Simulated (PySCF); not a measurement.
Cost against size for one kind of job: PySCF, PBE0-D3(BJ)/def2-SVP geometry optimisation, gas phase; work: geometry optimisation from a GFN2-xTB start. Hardware: an Arm Neoverse V2 with one thread, shared host. Other jobs ran on the host; a repeat could differ by tens of per cent or more.

```
           species (SMILES)  atoms  electrons  basis functions  SCF cycles  gradient evaluations  wall time
      [TiH] (quartet state)      2         23               36          32                     4      1.8 s
                [BH2][GeH3]      7         42               71          23                     4      5.3 s
                 c1c[p-]cp1      8         52               93          31                     5       11 s
                 C#Cc1ccco1     11         48              118          46                     7       30 s
           O=[S@](CF)CC1CC1     17         72              161          84                    13          ?
C=CC[NH][Ge@H]([F])[CH]1CC1     21         96              204          92                    14          ?
```

Estimate the withheld figures.

`O=[S@](CF)CC1CC1`: 2.4 min; `C=CC[NH][Ge@H]([F])[CH]1CC1`: 5.7 min.

With all rows, how does the wall time grow with the number of basis functions N?

A straight line through log(time) against log(N) has slope 3.1 between N = 36 and 204, and the rows scatter about it by a factor of about 1.7 (standard error of the fit). This is a fit to these rows, whose iteration counts differ, not the method's formal scaling.

Which species took longest, and how many times the shortest run?

`C=CC[NH][Ge@H]([F])[CH]1CC1`, at 5.7 min: about 190 times the shortest (1.8 s).
